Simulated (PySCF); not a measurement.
F3Ti, neutral, multiplicity 2. Atoms are numbered in the order given.

```xyz
4

Ti     0.0000     0.0000     0.0000
F     -1.7611     0.0000     0.0000
F      0.8805     1.5251     0.0000
F      0.8805    -1.5251     0.0000
```
Charge 0, spin multiplicity 2.

Geometry: PBE-D3(BJ)/def2-SVP. The multiplicity is an assumed one; other spin states were not compared. The isomer is the one that the SMILES or the coordinates give; other isomers of the formula were not compared.

Level of theory: PySCF with PBE-D3(BJ)/def2-SVP.

Frequencies are harmonic and unscaled.

Modes within 1.5 cm⁻¹ of each other (mostly degenerate sets) share a row, with their intensities summed.

Computed normal modes with their intensities:
```
mode  ν (cm⁻¹)  IR (km/mol)  moving atoms (share of kinetic energy)
----  --------  -----------  --------------------------------------
1           63         24.7                         Ti 54 %, F 46 %
2–3        183         17.3                         F 85 %, Ti 15 %
4          670          0.0                                 F 100 %
5–6        798        379.7                         F 60 %, Ti 40 %
```
